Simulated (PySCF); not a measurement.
Compound: C4H3F3.
Cartesian coordinates in Å at the GFN2-xTB level; atoms count from 1:
```xyz
10
C4H3F3 angstrom
C      2.2801    0.0800    0.0672
C      1.1558   -0.2893    0.2359
C     -0.2212   -0.7003    0.4286
C     -1.1614    0.4820    0.2479
F     -2.4427    0.1159    0.4283
F     -1.0889    1.0173   -0.9773
F     -0.9224    1.4700    1.1193
H      3.2720    0.3882   -0.0772
H     -0.3664   -1.0953    1.4378
H     -0.4960   -1.4638   -0.3042
```

Theory: delta-SCF UKS SCAN, pcX-2 on the ionised atom, pcseg-1 elsewhere, spin-free X2C (PySCF 2.14.0). The ground state was rerun for each ionised atom, in the same mixed basis as its hole state.

```tsv
ionised atom	basis functions	E(ground) (Eh)	binding energy (eV)
C1	144	-453.80050	290.819
C2	144	-453.80163	291.323
C3	144	-453.79656	292.829
C4	144	-453.80758	298.481
F5	144	-453.84116	694.030
```

Problem. Fill in the total energy of each core-ionised state.

Solution. With binding energy = E(ionised) − E(ground) and 27.2114 eV a hartree:

```csv
atom,binding energy (Eh),E(ionised) (Eh)
C1,10.6874,-443.1131
C2,10.7059,-443.0957
C3,10.7612,-443.0353
C4,10.9690,-442.8386
F5,25.5051,-428.3360
```

Problem. How much do the ground-state energies differ, and what would follow from using one of them for all holes?

Solution. They run from -453.8412 Eh (core basis on F5) to -453.7966 Eh (on C3), 0.0446 Eh or 1.21 eV apart, for one and the same state in different bases and grids. Pairing the ion of C3 with the ground state of F5 would put its binding energy 1.21 eV too high.

Lowest listed C 1s: C1, bonded to C (triple bond) and H. Highest, 7.66 eV above it: C4, bonded to 3 F and C.

Only 1s holes are shown. Topologically equivalent atoms share the value of their first member; where this conformer doesn't relate them by symmetry, their own values could differ. Spin contamination (⟨S²⟩ against 0.75 for a pure doublet) is marked for C 1s of C2 (0.85), which makes this value less certain. Isolated species at its GFN2-xTB geometry, gas phase.

Time: 18 s of wall time. Hardware: an x86-64 server with one thread (shared host).
